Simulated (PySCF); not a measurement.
Compound: C7H9F3O.
Numbering: `[CH2:1]=[CH:2][O:3][C:4](=[CH2:5])[CH2:6][CH2:7][C:8]([F:9])([F:10])[F:11]` (hydrogens: H12, H13 on C1; H14 on C2; H15, H16 on C5; H17, H18 on C6; H19, H20 on C7)

Cartesian coordinates in Å at the PBE0-D3(BJ)/def2-SVP level; atoms count from 1:
```
atom  x, y, z in Å
C1     3.373    0.438    1.282
C2     2.440    0.349    0.338
O3     1.171   -0.047    0.619
C4     0.461   -0.746   -0.310
C5     1.001   -1.387   -1.354
C6    -0.997   -0.711    0.018
C7    -1.549    0.709    0.038
C8    -2.985    0.768    0.477
F9    -3.143    0.298    1.720
F10   -3.778    0.041   -0.322
F11   -3.446    2.022    0.462
H12    3.163    0.138    2.310
H13    4.358    0.834    1.035
H14    2.611    0.631   -0.709
H15    2.078   -1.434   -1.519
H16    0.350   -1.907   -2.057
H17   -1.138   -1.164    1.014
H18   -1.550   -1.328   -0.703
H19   -0.968    1.336    0.729
H20   -1.488    1.168   -0.960
```

Method used: PBE0-D3(BJ)/def2-SVP geometry optimisation, gas phase in PySCF 2.14.0.

Masses are those of the commonest isotopes; rigid-rotor values at the optimised geometry. The values belong to one conformer with, in the numbering `[CH2:1]=[CH:2][O:3][C:4](=[CH2:5])[CH2:6][CH2:7][C:8]([F:9])([F:10])[F:11]`, C1–C2–O3–C4 -148°, C2–O3–C4–C5 18°, O3–C4–C6–C7 60°, C4–C6–C7–C8 -175°.

(1) What are A, B and C (MHz)?

(2) Classify the top.

(3) Is it planar, by Δ = Ic − Ia − Ib?

(4) Where do the levels up to J = 2 lie, in MHz?

(5) Which types of transition are allowed, and where do some lines up to J = 2 fall?

Answers

(1) Ia = 229.58, Ib = 1072.06, Ic = 1184.91 u·Å²; 505379 MHz·u·Å²/I gives A = 2201, B = 471.4, C = 426.5 MHz.

(2) A near-prolate asymmetric top: κ = (2 × 471.4 − 2201 − 426.5)/(2201 − 426.5) = -0.95.

(3) Not planar: Δ = Ic − Ia − Ib = -116.73 u·Å². For a rigid frame Δ = −2 Σ m c², so Σ m c² = 58.36 u·Å² lies off the ab plane: 8.35 from hydrogen and 50.01 from heavier atoms. The atom farthest from that plane is 1.50 Å away.

(4) Above 0(0,0):
J = 1: 1(0,1) 898, 1(1,1) 2628, 1(1,0) 2673
J = 2: 2(0,2) 2693, 2(1,2) 4379, 2(1,1) 4513, 2(2,1) 9703, 2(2,0) 9704
The levels of one J sum to (2J + 1)J(J + 1)(A + B + C)/3.

(5) The dipole components are |μa| = 2.16 D, |μb| = 0.67 D, |μc| = 0.89 D. Intensities carry the squares of the components, which stand as 1.00 : 0.10 : 0.17 (a : b : c). Some lines, for components of 0.1 D or more:

| type | branch | J(Ka,Kc) | MHz | lower level (cm⁻¹) |
| --- | --- | --- | --- | --- |
| a | R | 1(0,1) ← 0(0,0) | 898 | 0.000 |
| c | Q | 2(1,2) ← 2(0,2) | 1686 | 0.090 |
| c | Q | 1(1,1) ← 1(0,1) | 1730 | 0.030 |
| a | R | 2(1,2) ← 1(1,1) | 1751 | 0.088 |
| b | Q | 1(1,0) ← 1(0,1) | 1775 | 0.030 |
| a | R | 2(0,2) ← 1(0,1) | 1795 | 0.030 |
| b | Q | 2(1,1) ← 2(0,2) | 1821 | 0.090 |
| a | R | 2(1,1) ← 1(1,0) | 1841 | 0.089 |
| b | R | 1(1,1) ← 0(0,0) | 2628 | 0.000 |
| c | R | 1(1,0) ← 0(0,0) | 2673 | 0.000 |
| b | R | 2(1,2) ← 1(0,1) | 3481 | 0.030 |
| c | R | 2(1,1) ← 1(0,1) | 3616 | 0.030 |
| c | Q | 2(2,1) ← 2(1,1) | 5190 | 0.151 |
| b | Q | 2(2,0) ← 2(1,1) | 5191 | 0.151 |
| b | Q | 2(2,1) ← 2(1,2) | 5324 | 0.146 |
| b | R | 2(2,1) ← 1(1,0) | 7030 | 0.089 |
| c | R | 2(2,0) ← 1(1,0) | 7031 | 0.089 |
| c | R | 2(2,1) ← 1(1,1) | 7075 | 0.088 |
| b | R | 2(2,0) ← 1(1,1) | 7076 | 0.088 |

No PBE0-D3(BJ)/def2-SVP frequencies stand behind this structure, so it isn't proved a minimum. No vibrational averaging or centrifugal distortion is included, and the geometry carries the error of its method.
